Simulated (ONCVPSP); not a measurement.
Pseudopotentials across the periodic table

Generated with ld1.x 7.5 (TM, RRKJ, ultrasoft, PAW), atompaw 4.2 or ONCVPSP 4.0.1. The cutoff is in Ry: for ld1.x and atompaw files where the sum of valence levels is converged to 10 mRy in a Bessel basis, for ONCV files where the hardest occupied wave has 1 mHa per electron of residual kinetic energy. The error is the largest all-electron minus pseudo excitation energy over each file’s own four to seven test configurations (ionisations up to +4, promotions, holes and added fractions of an electron), all of which were solved. The labels leave out finer settings (local radius, basis sizes, second energies), which also bear on the numbers. Spin-polarised tests are not counted. The rows are a selection from randomly drawn settings: files with unsolved tests, undetermined cutoffs or missed reference levels are left out.

A true bound ghost makes a file unfit for plane-wave use even where its test errors are small: the radial tests pick states by their node count and pass the ghost by.

```tsv
element	potential	cutoff (Ry)	largest error (meV)	bound ghosts
Ne	ONCV, PBE, scalar-relativistic, rc 0.60/0.90 (sp), local smoothed, core correction no, reference 2s2 2p6, qcut 13.2/17.2, projectors 1/3	180	+378	none
P	ONCV, PBEsol, scalar-relativistic, rc 1.20/1.75 (sp), local smoothed, core correction no, reference 3s2 3p3, qcut 6.4/3.9, projectors 3/2	32	+41	s
Ar	ONCV, LDA (Perdew-Zunger), scalar-relativistic, rc 1.25/0.90/1.00 (spd), local smoothed, core correction no, reference 3s2 3p6, qcut 5.1/7.9/8, projectors 2/2/2	448	+68	p
Zn	ONCV, PBE, scalar-relativistic, rc 2.10/1.65/1.00 (spd), local d, core correction no, reference 3d10 4s2, qcut 2.4/5.8/15.9, projectors 2/1/0	198	-142	s, p
Ga	ONCV, BLYP, scalar-relativistic, rc 0.90/1.15/1.35 (spd), local smoothed, core correction yes, reference 3s2 3p6 3d10 4s1.75 4p1.25, qcut 15/9.6/9.8, projectors 2/2/2	156	+205	none
```

(1) Fill in the row for Ce: ONCV, PBE, scalar-relativistic, rc 2.25/2.30/4.00/1.25 (spdf), local smoothed, core correction yes, reference 4f1 5s2 5p6 5d1.5 6s1.5, qcut 6.8/4.9/4.2/13.7, projectors 3/2/2/2.

## Answers

(1) cutoff 156 Ry, largest error -14 meV, bound ghosts: s, d.
